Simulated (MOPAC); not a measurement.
MOPAC input (MNDO):

```
MNDO PRECISE GNORM=0.05 LET XYZ UHF MS=0.5 GEO-OK AUX(PRECISION=9) THREADS=1
BO

B    -0.00000000 1   -0.00000000 1   -0.73975084 1
O     0.00000000 1    0.00000000 1    0.46234428 1
```

Output:

```
 *******************************************************************************
 **                                                                           **
 **                              MOPAC v23.2.5                                **
 **                                                                           **
 *******************************************************************************
 ** MOPAC's Digital Object Identifier: https://doi.org/10.5281/zenodo.6511958 **
 **                                                                           **
 ** Please cite the open-source release paper for use of this MOPAC version:  **
 ** J. E. Moussa and J. J. P. Stewart (2026)                                  **
 ** MOPAC: An open-source semiempirical molecular orbital program             **
 ** J. Open Source Softw., 11(119), 8025, https://doi.org/10.21105/joss.08025 **
 *******************************************************************************

                              MNDO CALCULATION RESULTS

 *******************************************************************************
 *  MNDO       - The MNDO Hamiltonian to be used
 *  GEO-OK     - OVERRIDE INTERATOMIC DISTANCE AND OTHER SAFETY CHECKS
 *  UHF        - UNRESTRICTED HARTREE-FOCK CALCULATION
 *  MS=        - IN MECI, MAGNETIC COMPONENT OF SPIN =  0.5
 *  LET        - OVERRIDE SOME SAFETY CHECKS
 *  PRECISE    - TIGHTER CRITERIA TO BE USED
 *  XYZ        - CARTESIAN COORDINATE SYSTEM TO BE USED
 *  GNORM      - EXIT WHEN GRADIENT NORM DROPS BELOW 0.050
 *  AUX        - OUTPUT AUXILIARY INFORMATION
 *******************************************************************************
MNDO PRECISE GNORM=0.05 LET XYZ UHF MS=0.5 GEO-OK AUX(PRECISION=9) THREADS=1
 BO

   ATOM   CHEMICAL          X               Y               Z
  NUMBER   SYMBOL      (ANGSTROMS)     (ANGSTROMS)     (ANGSTROMS)

     1       B         -0.00000000  *  -0.00000000  *  -0.73975084  *
     2       O          0.00000000  *   0.00000000  *   0.46234428  *

          CARTESIAN COORDINATES

    NO.       ATOM           X           Y           Z

     1         B         -0.0000     -0.0000     -0.7398
     2         O          0.0000      0.0000      0.4623

  B: (MNDO): M.J.S. DEWAR, M.L. MCKEE, J. AM. CHEM. SOC., 99, 5231, (1977)
  O: (MNDO): M.J.S. DEWAR, W. THIEL, J. AM. CHEM. SOC., 99, 4899, (1977)

           Empirical Formula: O B  =     2 atoms

      MOLECULAR POINT GROUP   :   C*v

          UHF CALCULATION, NO. OF ALPHA ELECTRONS =    5
                           NO. OF BETA  ELECTRONS =    4

          Geometry optimization using EF

          DIAGONAL MATRIX USED AS START HESSIAN

 CYCLE:     1  GRAD.:   102.641 HEAT: -1.580242
 CYCLE:     2  GRAD.:  1543.018 HEAT:  113.3718
 CYCLE:     3  GRAD.:    47.678 HEAT: -2.523617
 CYCLE:     4  GRAD.:    21.098 HEAT: -2.717510
 CYCLE:     5  GRAD.:     0.757 HEAT: -2.763307
 CYCLE:     6  GRAD.:     0.037 HEAT: -2.763367

     GRADIENT =  0.03727 IS LESS THAN CUTOFF =  0.05000

 -------------------------------------------------------------------------------
 MNDO PRECISE GNORM=0.05 LET XYZ UHF MS=0.5 GEO-OK AUX(PRECISION=9) THREADS=1
 BO

     GEOMETRY OPTIMISED USING EIGENVECTOR FOLLOWING (EF).
     SCF FIELD WAS ACHIEVED

                              MNDO CALCULATION
                                                       MOPAC v23.2.5 Linux

          FINAL HEAT OF FORMATION =         -2.76337 KCAL/MOL =     -11.56193 KJ/MOL

          COSMO AREA              =         59.88 SQUARE ANGSTROMS
          COSMO VOLUME            =         42.50 CUBIC ANGSTROMS

          GRADIENT NORM           =          0.03727          =       0.02636 PER ATOM
          IONIZATION POTENTIAL    =         13.155553 EV
          ALPHA SOMO LUMO (EV)    =        -13.156  2.593
          BETA  SOMO LUMO (EV)    =        -14.716 -3.022
          NO. OF ALPHA ELECTRONS  =          5
          NO. OF BETA  ELECTRONS  =          4
          MOLECULAR WEIGHT        =         26.8094         POINT GROUP:  C*v

          MOLECULAR DIMENSIONS (Angstroms)

            Atom       Atom       Distance
            O     2    B     1     1.17041
            O     2    B     1     0.00000
            B     1    O     2     0.00000

          SCF CALCULATIONS        =          7

   ATOM   CHEMICAL          X               Y               Z
  NUMBER   SYMBOL      (ANGSTROMS)     (ANGSTROMS)     (ANGSTROMS)

     1       B          0.00000000  *   0.00000000  *  -0.72391037  *
     2       O          0.00000000  *  -0.00000000  *   0.44650381  *

                             CARTESIAN COORDINATES

   1    B        0.000000000     0.000000000    -0.723910367
   2    O        0.000000000    -0.000000000     0.446503807

           Empirical Formula: O B  =     2 atoms

      MOLECULAR POINT GROUP   :   C*v

          ALPHA EIGENVALUES
 -42.33707 -18.54735 -14.82034 -14.82034 -13.15555   2.59281   2.59281   7.62667

           BETA EIGENVALUES
 -41.95253 -16.81735 -14.71639 -14.71639  -3.02161   3.34334   3.34334   8.39240

              NET ATOMIC CHARGES AND DIPOLE CONTRIBUTIONS

  ATOM NO.   TYPE          CHARGE      No. of ELECS.   s-Pop       p-Pop
    1          B           0.137730        2.8623     1.35039     1.51188
    2          O          -0.137730        6.1377     1.82886     4.30887
 DIPOLE           X         Y         Z       TOTAL
 POINT-CHG.     0.000     0.000    -0.774     0.774
 HYBRID        -0.000    -0.000    -0.537     0.537
 SUM           -0.000    -0.000    -1.312     1.312

          ATOMIC ORBITAL ELECTRON POPULATIONS

     Atom    s        px        py        pz
    1  B   1.35039   0.47891   0.47891   0.55407
    2  O   1.82886   1.52109   1.52109   1.26669

                    (SZ)    =    0.500000
                    (S**2)  =    0.758569

          ATOMIC ORBITAL SPIN POPULATIONS

    Atom   Total    s     px     py     pz
         Atomic
    1  B  0.8633  0.456  0.046  0.046  0.314
    2  O  0.1367 -0.010 -0.046 -0.046  0.239

 **********************
 *                    *
 * JOB ENDED NORMALLY *
 *                    *
 **********************

 == MOPAC DONE ==
```
